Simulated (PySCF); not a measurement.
## Electron correlation in S³⁺ (sulfur, charge +3)

[Ne] 3s2 3p1, 2P determinant. All numbers are calculated (PySCF 2.14, the spin-free X2C one-electron Hamiltonian (Gaussian nucleus), in x2c-TZVPall (5s5p2d1f, 37 functions)). Frozen: [Ne]; 3 electrons correlated.

MP2 pair energies summed by pair of shells (mhartree):

```json
{"pair": "3s-3s", "energy": "-26.62", "share (%)": "54.9"}
{"pair": "3s-3p", "energy": "-21.88", "share (%)": "45.1"}
```

Total MP2 correlation energy: -48.50 mhartree.

Same-spin part -2.98 and opposite-spin part -45.52 mhartree; SCS-MP2 scales them by 1/3 and 6/5 to -55.61 mhartree.

```tsv
level	correlation energy (mhartree)
CCSD	-69.08
(T)	-0.95
CCSD(T)	-70.03
```

Diagnostics: T1 = 0.010, D1 = 0.0237, largest double amplitude 0.107.

Cost of the coupled-cluster step: 0.3 s of wall time on 1 thread of Intel(R) Xeon(R) Platinum 8375C CPU @ 2.90GHz (shared host), for 3 correlated electrons.
